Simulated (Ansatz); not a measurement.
Basis-set series for `BC(C)(F)Cl`. Total charge 0; spin multiplicity 1. The geometry is a stationary point of PBE0-D4/def2-TZVP.

| functional | basis | functions | energy (Eh) | HOMO (eV) | LUMO (eV) |
| --- | --- | --- | --- | --- | --- |
| PBE0-D4 | def2-TZVPP | 236 | -663.81774 | -8.85 | -0.86 |
| PBE0-D4 | def2-QZVPP | 448 | -663.84216 | -8.87 | -0.96 |
| ωB97M-V | def2-TZVPP | 236 | -664.08744 | -11.14 | 1.24 |
| ωB97M-V | def2-QZVPP | 448 | -664.11066 | -11.16 | 1.06 |

(1) Give the rows for def2-SVP. (Estimate.)

Answers

(1) Ansatz gave: 
| functional | basis | functions | energy (Eh) | HOMO (eV) | LUMO (eV) |
| --- | --- | --- | --- | --- | --- |
| PBE0-D4 | def2-SVP | 99 | -663.42285 | -8.77 | -0.62 |
| ωB97M-V | def2-SVP | 99 | -663.68501 | -11.03 | 1.63 |

Positive LUMOs are unbound and depend on the basis.
